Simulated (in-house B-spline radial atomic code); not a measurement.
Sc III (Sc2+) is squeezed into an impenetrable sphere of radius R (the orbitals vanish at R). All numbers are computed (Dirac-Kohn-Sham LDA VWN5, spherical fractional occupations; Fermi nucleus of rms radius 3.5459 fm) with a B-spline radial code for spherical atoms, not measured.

Energies in eV above the free ion in [Ar] 3d1:

```json
{"R (bohr)": "7.94", "highest level (eV)": "-18.1", "[Ar] 3d1": "0.0004094", "[Ne] 3s2 3p5 3d2": "31.02"}
{"R (bohr)": "5.78", "highest level (eV)": "-18", "[Ar] 3d1": "0.02212", "[Ne] 3s2 3p5 3d2": "31.05"}
{"R (bohr)": "4.82", "highest level (eV)": "-17.8", "[Ar] 3d1": "0.1214", "[Ne] 3s2 3p5 3d2": "31.21"}
{"R (bohr)": "4.56", "highest level (eV)": "-17.7", "[Ar] 3d1": "0.1937", "[Ne] 3s2 3p5 3d2": "31.32"}
{"R (bohr)": "3.54", "highest level (eV)": "-16.1", "[Ar] 3d1": "1.425", "[Ne] 3s2 3p5 3d2": "33.09"}
{"R (bohr)": "3.07", "highest level (eV)": "-13.9", "[Ar] 3d1": "4.201", "[Ne] 3s2 3p5 3d2": "36.57"}
{"R (bohr)": "2.62", "highest level (eV)": "-9.04", "[Ar] 3d1": "13.26", "[Ne] 3s2 3p5 3d2": "46.88"}
{"R (bohr)": "2.33", "highest level (eV)": "-2.82", "[Ar] 3d1": "29.24", "[Ne] 3s2 3p5 3d2": "64.08"}
{"R (bohr)": "1.94", "highest level (eV)": "13.8", "[Ar] 3d1": "89.21", "[Ne] 3s2 3p5 3d2": "125.9"}
{"R (bohr)": "1.25", "highest level (eV)": "117", "[Ar] 3d1": "766.2", "[Ne] 3s2 3p5 3d2": "791"}
```

**Question.** Does [Ne] 3s2 3p5 3d2 fall below [Ar] 3d1 under compression?

**Answer.** No, it stays above over the whole range.

The highest level is first positive in the row R = 1.94 bohr, pushed up by confinement above the zero of the free ion's potential. Each configuration is held fixed and needn't be the lowest in the sphere.
